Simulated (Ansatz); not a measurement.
`N[SiH](F)Cl` + `[SH][GeH3]` → `F[SiH](Cl)[S][GeH3]` + NH₃  (ligand exchange at the Si–N bond)

Gas-phase electronic energies from Ansatz, PBE0-D4/def2-TZVP geometries. CCSD(T)/CBS is the MP2 limit (def2-TZVPP, def2-QZVPP) plus CCSD(T) − MP2 in def2-TZVPP, frozen cores. This one scheme is used for every species. Functionals use def2-TZVPP. B3LYP here is the variant with VWN-RPA as its local correlation; programs differ in this. HSE06 is defined as in plane-wave codes. For Ge outer-core shells are correlated without core-valence functions, which leaves a few kJ/mol of doubt a bond. Scalar relativity is left out up to krypton. Each species was taken in one conformer, which may not be the lowest.

| level | ΔE (kJ/mol) | difference from CCSD(T)/CBS |
| --- | --- | --- |
| LDA (SPW92) | 2.4 | 3.3 |
| r2SCAN-D4 | -0.4 | 0.5 |
| ωB97M-V | 3.1 | 4.0 |
| PBE-QIDH | 1.0 | 1.9 |
| revPBE | -0.5 | 0.4 |
| r2SCAN | 1.2 | 2.1 |
| B3LYP | 13.4 | 14.3 |
| HSE06 | 1.8 | 2.7 |
| BHLYP | 17.1 | 18.0 |
| HF/def2-SVP | 25.3 | 26.2 |
| HF/def2-TZVPP | 23.6 | 24.5 |
| MP2/def2-TZVPP | -1.8 | -0.9 |
| SCS-MP2/def2-TZVPP | 4.0 | 4.9 |
| CCSD(T)/def2-TZVPP | 3.3 | 4.2 |
| MP2/def2-QZVPP | -4.0 | -3.1 |
| MP2/CBS(def2) | -6.1 | -5.2 |
| CCSD(T)/CBS | -0.9 | 0 |

Largest T1 diagnostic among the species: 0.011.

From PBE to PBE0 (25 % exact exchange), in def2-TZVPP and without D4, ΔE moves by +3.0 kJ/mol. Leaving LDA and LC-ωPBE aside and taking each functional with its dispersion term where it has one, the values, not all of them listed here, spread over 20.2 kJ/mol, from revPBE-D4 to CAM-B3LYP-D4. LDA lies +3.4 kJ/mol from PBE without D4. At CCSD(T), def2-SVP lies +9.3 kJ/mol from the extrapolated value and def2-TZVPP +4.2 kJ/mol.
